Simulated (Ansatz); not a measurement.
`[NH2][Mo](=[O])(=[O])[F]` + `CNC` → `C[N](C)[Mo](=[O])(=[O])[F]` + NH₃ at 600 K and 1 bar (ligand exchange at a Mo–N bond).

Program: Ansatz. Geometries: PBE0-D4/def2-TZVP. ΔE: electronic, gas phase. CBS: MP2 limit from def2 TZ/QZ plus the TZ coupled-cluster correction, frozen cores. This one scheme is used for every species. Elements past krypton have def2 core potentials. For Mo outer-core shells are correlated without core-valence functions, which leaves a few kJ/mol of doubt a bond. Each species was taken in one conformer, which may not be the lowest.

| species | CCSD(T)/CBS energy (Eh) | H − E (kJ/mol) | S (J/(mol·K)) |
| --- | --- | --- | --- |
| `[NH2][Mo](=[O])(=[O])[F]` | -374.33425 | 142.9 | 406.8 |
| `CNC` | -135.00321 | 284.6 | 333.5 |
| `C[N](C)[Mo](=[O])(=[O])[F]` | -452.84025 | 316.4 | 511.9 |
| NH₃ | -56.50880 | 112.4 | 219.5 |

H − E and S are ideal-gas, rigid-rotor, harmonic terms from PBE0-D4/def2-TZVP, for one conformer and one mirror image of each species. 1 Eh = 2625.50 kJ/mol, R = 8.31446 J/(mol·K).

By hand: ΔE, ΔH, ΔS and ΔG.

ΔE = (-452.84025) + (-56.50880) − (-374.33425) − (-135.00321) = -0.01159 Eh = -30.4 kJ/mol. Δ(H − E) = 316.4 + 112.4 − 142.9 − 284.6 = 1.3, so ΔH = -29.1 kJ/mol. ΔS = 511.9 + 219.5 − 406.8 − 333.5 = -8.9 J/(mol·K). ΔG = -29.1 − 600 × (-8.9)/1000 = -23.8 kJ/mol.

By hand: the equilibrium constant, and the temperature at which ΔG would vanish if ΔH and ΔS stayed fixed.

log₁₀ K = −ΔG/(RT ln 10) = 2.1. ΔG = 0 at ΔH/ΔS = 3270 K, far beyond where these terms or the molecules hold.

The number of gas molecules stays the same, so ΔS is small and ΔH decides. A doubt of 5 kJ/mol in ΔE shifts log₁₀ K by 0.4 here. Other conformers and mirror images would add mixing entropy, several J/(mol·K) or more a flexible species. Modes under 60 cm⁻¹, often nearly free rotors, make the harmonic entropy too high. These are equilibria of isolated gas molecules and say nothing of rates. Largest T1 diagnostic: 0.024 (customary marks: 0.02 for closed shells, 0.045 for open ones).
